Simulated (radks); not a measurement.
The numbers below are computed, except where a source is named.
Question: All-electron atom: Ir12+ in [Kr] 4d10 4f14 5s2 5p3. Level of theory: scalar-relativistic Kohn-Sham, PBE, spin-polarised, spherical densities, finite nucleus; open shells are filled with parallel spins first (spin-orbit coupling, left out, can overturn this in heavy ions); Fermi nuclear charge, rms radius 5.4032 fm (a radial shooting solver on a logarithmic mesh with Libxc functionals). Some entries of the table are withheld. Estimate them.

orbital,occ.,eigenvalue (Ry),r(max) (bohr)
1s up,1,-5609.825,0.01082
1s down,1,-5609.791,0.01082
2s up,1,-994.9076,0.06230
2s down,1,-994.8903,0.06230
2p up,3,-866.7527,0.05137
2p down,3,-866.7246,0.05138
3s up,1,-244.9813,0.1756
3s down,1,-244.9615,0.1756
3p up,3,-207.4829,0.1744
3p down,3,-207.4598,0.1745
3d up,5,-166.1654,0.1420
3d down,5,-166.1422,0.1420
4s up,1,-64.77612,0.3970
4s down,1,-64.73521,0.3971
4p up,3,-52.45870,0.4171
4p down,3,-52.41400,0.4172
4d up,5,-37.30790,0.4256
4d down,5,-37.25135,0.4256
5s up,1,-22.26866,(1)
5s down,1,-21.92694,(2)
4f up,7,-20.40143,(3)
4f down,7,-20.31400,(4)
5p up,3,(5),0.9533
5p down,0,(6),0.9503

Answer: 
(1) 5s up r(max) (bohr): 0.8682
(2) 5s down r(max) (bohr): 0.8642
(3) 4f up r(max) (bohr): 0.3931
(4) 4f down r(max) (bohr): 0.3927
(5) 5p up eigenvalue (Ry): -18.64204
(6) 5p down eigenvalue (Ry): -18.28417
